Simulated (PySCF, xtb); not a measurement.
ClIn, SMILES [Cl][In] (connectivity only; charge and spin as stated), charge +1, multiplicity 2.

Harmonic wavenumbers (cm⁻¹) from GFN2-xTB (xtb) at its own minimum, in rising order: 129.

Q: What does PBE-D3(BJ)/def2-TZVP run with PySCF give at its own minimum? (The exact figures need the calculation; the answer reports its results.)

A: 311. Paired by order, the mean absolute difference is 182 cm⁻¹ and the zero-point energies are 0.2 and 0.4 kcal/mol.
